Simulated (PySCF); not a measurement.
Ga(F)(Cl)(OH) (ClFGaHO), SMILES [OH][Ga]([F])[Cl]. Atoms are numbered in the order given.

```xyz
5

Ga    -0.0061     0.2873     0.0000
F     -1.5689     1.0632     0.0000
Cl     0.0845    -1.8199     0.0000
O      1.4495     1.2796     0.0000
H      1.2763     2.2288     0.0000
```
Charge 0, spin multiplicity 1.

Geometry optimised at ωB97X-D3(BJ)/def2-SVP. One conformer was computed; it need not be the lowest.

Method: PBE0/def2-TZVPD (PySCF).

Estimate the frontier levels, gap, dipole moment and polarisability. (Estimate from the structure and the level; the computed values follow.)


```yaml
highest_occupied_level: -9.70 eV
lowest_empty_level: -1.88 eV
orbital_gap: 7.82 eV
dipole_moment: 1.25 D
quadrupole, principal values (traceless, Buckingham form, about the centre of nuclear charge): -10.21, 5.08, 5.13 D·Å
mean_static_polarisability: 43.5 bohr³ (6.44 Å³)
polarisability_principal_values: 34.8, 42.5, 53.1 bohr³
```
